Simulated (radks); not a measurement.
Spherical quantum dot in the effective-mass picture: electrons in a parabolic well V = omega^2 r^2 / 2 with omega = 4.58, all in effective atomic units (hartree* = m*/eps^2 hartree, bohr* = eps/m* bohr), one dielectric constant everywhere. Method: non-relativistic Kohn-Sham, r2SCAN, spin-polarised, spherical densities, generalised Kohn-Sham scheme; computed with a radial shooting solver with Libxc functionals. Levels are named by radial order and angular momentum (1s, 1p, 1d, 2s, ...), and open shells are averaged over m. Results are scaled to m* = 0.071 and eps = 8.1, for which hartree* = 29.45 meV and bohr* = 6.037 nm.

N = 32, configuration 1s2 1p6 1d10 2s2 1f(up 7, down 5). This is the lowest configuration that the search found. Occupied and some empty levels:

level    occupation  eigenvalue (meV)  <r> (nm)
1s up             1            1121.8     4.151
1s down           1            1122.3     4.135
1p up             3            1203.2     5.383
1p down           3            1204.5     5.370
1d up             5            1289.5     6.267
1d down           5            1291.3     6.260
2s up             1            1297.1     5.611
2s down           1            1298.5     5.618
1f up             7            1381.3     6.969
1f down           5            1383.4     6.968
2p up             0            1396.5     6.310
2p down           0            1397.8     6.316
1g up             0            1478.2     7.566
1g down           0            1480.4     7.570
2d up             0            1499.2     6.976
2d down           0            1500.7     6.981

Energy (meV): total 28754.3, kinetic 5238.3, external 11344, Hartree 13188, exchange-correlation -1016.2.
